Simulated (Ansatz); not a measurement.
Stepwise reaction of `SB(S)Cl` with hydrogen chloride, as a gas-phase model of exchange steps in deposition or etching. ΔE in kJ/mol; ΔG adds harmonic PBE0-D4 terms to CCSD(T)/CBS, at 1 bar.

Isolated molecules relaxed with PBE0-D4/def2-TZVP in Ansatz; ΔE leaves out vibrations. CCSD(T)/CBS adds triple-zeta CCSD(T) − MP2 to the extrapolated MP2 energy (def2 sets, frozen cores). This one scheme is used for every species. Functionals use def2-TZVPP. B3LYP here is the variant with VWN-RPA as its local correlation; programs differ in this. One conformer a species, not always the lowest.

```
step                              reaction  PBE-D4  B3LYP-D4  ωB97M-V  CCSD(T)/CBS  ΔG(500 K)
   1    `SB(S)Cl` + HCl → `SB(Cl)Cl` + H₂S    -8.8     -11.5    -13.4         -9.8      -16.0
   2  `SB(Cl)Cl` + HCl → `ClB(Cl)Cl` + H₂S    -3.1      -5.8     -7.8         -4.2       -4.1
```

Question: By hand: ΔE of the 2 steps together at CCSD(T)/CBS.

Answer: (-9.8) + (-4.2) = -14.0 kJ/mol, or -7.0 kJ/mol a step.

In ΔE each step is higher than the one before. ΔG lies between -16.0 and -4.1 kJ/mol a step. PBE-D4 differs from CCSD(T)/CBS by 1.0 to 1.1 kJ/mol a step. Isolated molecules leave out the surface, adducts and barriers. Largest T1 diagnostic: 0.013.
